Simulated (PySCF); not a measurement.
**Highest orbital energy against ionisation energy along the third row**

Calculated with PySCF 2.14, no spin-orbit coupling. Each cell gives −ε(HOMO) / ΔSCF in eV; NIST values include spin-orbit coupling, (s) semi-empirical, (t) theoretical.

```tsv
species	UHF	LDA	PBE	PBE0	r2SCAN	NIST (lowest levels)
Al(2+) (x2c-QZVPPall, spin-free X2C)	28.110 / 28.089	24.588 / 28.877	24.482 / 28.874	25.501 / 28.736	24.698 / 28.438	28.448
Si(2+) (x2c-QZVPPall, spin-free X2C)	32.228 / 32.020	28.659 / 33.592	28.532 / 33.447	29.689 / 33.309	28.714 / 32.936	33.493
P(2+) (x2c-QZVPPall, spin-free X2C)	29.977 / 29.580	24.800 / 30.197	24.945 / 30.233	26.362 / 30.256	25.405 / 30.367	30.203
S(2+) (x2c-QZVPPall, spin-free X2C)	34.721 / 34.151	28.852 / 34.868	28.941 / 34.823	30.569 / 34.865	29.474 / 35.014	34.86 ± 0.04 (s)
Cl(2+) (x2c-QZVPPall, spin-free X2C)	39.693 / 38.955	33.030 / 39.659	33.085 / 39.570	34.945 / 39.654	33.763 / 39.814	39.8 ± 0.11 (s)
Ar(2+) (x2c-QZVPPall, spin-free X2C)	40.435 / 39.386	34.103 / 40.841	34.152 / 40.711	36.008 / 40.712	34.576 / 40.675	40.735 ± 0.012 (s)
```

Problem. How far is −ε(HOMO) from ΔSCF on average for each method, and why?

Solution. UHF 0.50 eV; LDA -5.67 eV; PBE -5.59 eV; PBE0 -4.08 eV; r2SCAN -5.10 eV. Hartree-Fock orbital energies lack relaxation and so exceed the ΔSCF value; semilocal functionals have convex E(N) from self-interaction, so their HOMO lies far too high; exact exchange moves hybrids part of the way back.
